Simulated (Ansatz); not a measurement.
Species: BPH₄, charge 0, singlet. BPH4 (SMILES BP).
B3LYP-D3(BJ)/def2-TZVP minimum from Ansatz (a program for electronic structure):
```
B
H 1 1.1889
H 1 1.1889 2 120.54
P 1 1.8579 2 119.37 3 -170.23
H 4 1.4082 1 105.42 2 -147.77
H 4 1.4082 5 100.59 1 -109.40
```
Charge 0, spin multiplicity 1.

Total energies in hartree (Ansatz). Radicals and triplets start from unrestricted determinants; spin-orbit coupling is neglected. Cores are frozen in correlated methods. No relativity. For partners of very few electrons the exact lower level stands in for a higher one.

| species | HF/cc-pV(T+d)Z | CCSD(T)/cc-pV(T+d)Z | HF/cc-pV(Q+d)Z | CCSD(T)/cc-pV(Q+d)Z | CCSDT(Q)/cc-pV(T+d)Z |
|---|---|---|---|---|---|
| 1: BPH4 (SMILES BP) | -367.75075 | -368.06560 | -367.75591 | -368.08662 | -368.06744 |
| 2: B (doublet) | -24.53207 | -24.59810 | -24.53297 | -24.60084 | -24.59852 |
| 3: H (doublet) | -0.49981 | -0.49981 | -0.49995 | -0.49995 | -0.49981 |
| 4: P (quartet) | -340.71631 | -340.82157 | -340.71872 | -340.82830 | -340.82249 |

Problem. Work out the atomisation energy (electronic, to ground-state atoms) in kcal/mol: take Hartree-Fock from cc-pV(Q+d)Z, extrapolate the CCSD(T) correlation energy as X^-3 (X = 3, 4), and add CCSDT(Q) - CCSD(T) in cc-pV(T+d)Z. 1 hartree = 627.51 kcal/mol.

Solution. 
Species 1: correlation (64·(-0.33071) - 27·(-0.31485))/37 = -0.34228; step -0.00184; E1 = -367.75591 + (-0.34228) + (-0.00184) = -368.10003
Species 2: correlation (64·(-0.06787) - 27·(-0.06603))/37 = -0.06921; step -0.00042; E2 = -24.53297 + (-0.06921) + (-0.00042) = -24.60260
Species 3: correlation (64·(0.00000) - 27·(0.00000))/37 = 0.00000; step +0.00000; E3 = -0.49995 + (0.00000) + (+0.00000) = -0.49995
Species 4: correlation (64·(-0.10958) - 27·(-0.10526))/37 = -0.11273; step -0.00092; E4 = -340.71872 + (-0.11273) + (-0.00092) = -340.83237
-1·E1 +1·E2 +4·E3 +1·E4 = 0.66526 hartree = 417.5 kcal/mol.
